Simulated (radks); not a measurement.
All-electron atom: the phosphorus ion P4+ in [Ne] 3s1. Calculated with a radial shooting solver on a logarithmic mesh with Libxc functionals: scalar-relativistic Kohn-Sham, PBE, spin-polarised, spherical densities, finite nucleus; open shells are filled with parallel spins first; Fermi nuclear charge, rms radius 3.1889 fm.

Radial electron density D(r) = 4 pi r^2 rho(r):

```
   r/bohr * D(r) (the largest magnitude, 16.9, reaches the edge; | marks zero)
 0.008171 |    *
  0.01056 |      *
  0.01363 |          *
  0.01761 |                *
  0.02275 |                       *
  0.02916 |                               *
  0.03766 |                                         *
  0.04865 |                                                 *
  0.06284 |                                                      *
  0.08118 |                                                     *
   0.1049 |                                               *
   0.1355 |                                       *
    0.175 |                                  *
    0.226 |                                     *
    0.292 |                                              *
   0.3771 |                                                  *
   0.4872 |                                           *
   0.6293 |                            *
   0.8129 |            *
     1.05 |     *
    1.356 |  *
    1.738 | *
    2.245 |*
      2.9 *
    3.747 *
     4.84 *
```

D(r) has 2 maxima, at r = 0.0697, 0.371 bohr, and minima at 0.179 bohr, inside which lie 2.20 electrons.
